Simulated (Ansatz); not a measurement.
Species: CH$_{3}$Si, charge 0, multiplicity 2. SMILES: [CH]=[SiH2]
Structure (B3LYP-D3(BJ)/def2-TZVP (Ansatz, a first-principles code) minimum search):
```xyz
5

C     -1.1588    -0.2310    -0.0465
Si     0.4752     0.0947     0.0191
H     -2.2080    -0.4401    -0.0887
H      1.4943    -0.9666     0.1040
H      1.0136     1.4665    -0.0033
```
Charge 0, spin multiplicity 2.

Wanted: vertical ionisation energy to the triplet, in eV. Set-up: no spin-orbit coupling; six Cartesian d functions in 6-31G* and its kin unless marked 5d; each state is the SCF solution reached for its charge and spin; dispersion terms only where a functional's name holds one; UHF or UKS for open shells; non-relativistic; 6-311+G** with 5d, 6d on Na to Ar in Ansatz. First-principles rows: single points at B3LYP-D3(BJ) geometries (Ansatz).

```json
[
 {"level": "B3LYP/STO-3G", "program": "Ansatz", "vertical ionisation energy to the triplet (eV)": "6.48"},
 {"level": "B3LYP/3-21G", "program": "Ansatz", "vertical ionisation energy to the triplet (eV)": "9.01"},
 {"level": "B3LYP/6-31G*", "program": "Ansatz", "vertical ionisation energy to the triplet (eV)": "8.79"},
 {"level": "B3LYP/6-311+G**", "program": "Ansatz", "vertical ionisation energy to the triplet (eV)": "8.92"},
 {"level": "B3LYP/def2-TZVPD", "program": "Ansatz", "vertical ionisation energy to the triplet (eV)": "8.88"}
]
```

No value to compare with is used here. The 4 habitual levels span 6.48 (B3LYP/STO-3G) to 9.01 eV (B3LYP/3-21G); B3LYP/def2-TZVPD gives 8.88.

The sets are all those run for this method; runs whose electronic state is in doubt are left out.
